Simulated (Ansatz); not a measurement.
Geometry optimisation, RKS PBE-D4/def2-SVP (Ansatz 0.2.0).

input.yaml

```yaml
crystal:
  periodic: [false, false, false]
  atoms:
    - { symbol: Al, position_ang: [0.0, 0.0, 0.0] }
    - { symbol: F, position_ang: [0.0, 0.0, 1.69] }
    - { symbol: O, position_ang: [1.5415, 0.0, -0.89] }
    - { symbol: H, position_ang: [1.8414, -0.9519, -1.0449] }
    - { symbol: F, position_ang: [-1.4635, 0.0, -0.845] }
basis:
  gaussian: { orbitals: def2-SVP }
hamiltonian:
  xc: pbe
  dispersion: d4
relax:
  f_tol: 0.02
  max_steps: 40
output:
  orbitals: {}
```

Command:

```bash
$ ansatz run input.yaml --threads 2 --pin off --max-ram 3072MiB --backend cpu --events-out ev --progress --plain --runs-dir out
```

Problem. Where does it end, and by what steps?

Solution. The run converged. After 11 steps the energy has fallen by 0.271 eV; O3 moved furthest, 0.57 Å.

```tsv
step	energy less start (eV)	largest force component (eV/Å)	accepted
0	0.0000	1.551	yes
1	-0.0382	1.114	yes
2	-0.0873	0.691	yes
3	-0.1340	0.669	yes
4	-0.1564	0.304	yes
5	-0.1682	0.345	yes
6	-0.2374	0.224	yes
7	-0.2652	0.405	yes
8	-0.2658	0.411	yes
9	-0.0893	2.914	no
10	-0.2708	0.033	yes
11	-0.2709	0.003	yes
```

```xyz
5
Properties=species:S:1:pos:R:3
Al -0.046 -0.084 -0.067
F 0.117 -0.017 1.590
O 1.248 -0.443 -1.108
H 2.141 -0.622 -0.773
F -1.541 0.213 -0.731
```

Whether the end is a true minimum wasn't checked by a vibrational analysis.

The run took 8 s on 2 threads of Arm Neoverse V2 (shared host), peak memory 0.13 GiB.
